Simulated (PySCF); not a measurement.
Isomers of C5H7NS, one GFN2-xTB conformer each. Single-point energies are computed at PBE0/pcSseg-1 (PySCF, gas phase, no added dispersion term), electronic only.

Question: Rank them by PBE0/pcSseg-1 energy, lowest first (kJ/mol).
A. `[SH:1][CH2:2][n:3]1[cH:4][cH:5][cH:6][cH:7]1` with H–S1–C2–N3 -62°, S1–C2–N3–C4 -85°
B. `[N:1]#[C:2][C@@H:3]1[CH2:4][CH2:5][S:6][CH2:7]1` with C2–C3–C4–C5 -172°, C3–C4–C5–S6 39°, C4–C5–S6–C7 -14°, C5–S6–C7–C3 -15°
C. `[H]/[N:1]=[CH:2]\[C@H:3]1[CH2:4][CH:5]=[CH:6][S:7]1` with N1–C2–C3–C4 -121°, C2–C3–C4–C5 105°, C3–C4–C5–C6 12°, C5–C6–S7–C3 -8°, C2–C3–S7–C6 -108°

Answer: B (0.0), A (7.7), C (74.1).

As drawn, the lowest has a C≡N group, which the highest lacks; the highest has a C=N bond, an N–H bond and a C=C bond outside aromatic rings, which the lowest lacks. Neighbours under 10 kJ/mol apart (N#C[C@@H]1CCSC1 and SCn1cccc1) can change places with a better method, another conformer or zero-point energy. GFN2-xTB itself gives, in the same order: 67.1, 0.0, 126.4. GFN2-xTB puts SCn1cccc1 lowest instead; measured from each level's own lowest isomer, the values differ by up to 67.1 kJ/mol (N#C[C@@H]1CCSC1: 67.1 against 0.0).

Which frontier levels, dipoles and rotational constants go with these structures?

| SMILES | HOMO (eV, PBE0/pcSseg-1) | LUMO (eV) | dipole (D) | A, B, C (MHz) |
| --- | --- | --- | --- | --- |
| N#C[C@@H]1CCSC1 | -6.74 | 0.16 | 2.89 | 5422, 1426, 1188 |
| SCn1cccc1 | -6.32 | 0.10 | 1.43 | 5883, 1316, 1228 |
| [H]/N=C\[C@H]1CC=CS1 | -6.30 | -0.06 | 2.81 | 3474, 2107, 1619 |

As an exercise, what shares would exp(−E/RT) give at 1000 K from these electronic energies alone (no entropy, no degeneracies)?

RT = 8.314 kJ/mol: N#C[C@@H]1CCSC1 71.7 %, SCn1cccc1 28.3 %, [H]/N=C\[C@H]1CC=CS1 under 0.1 %.
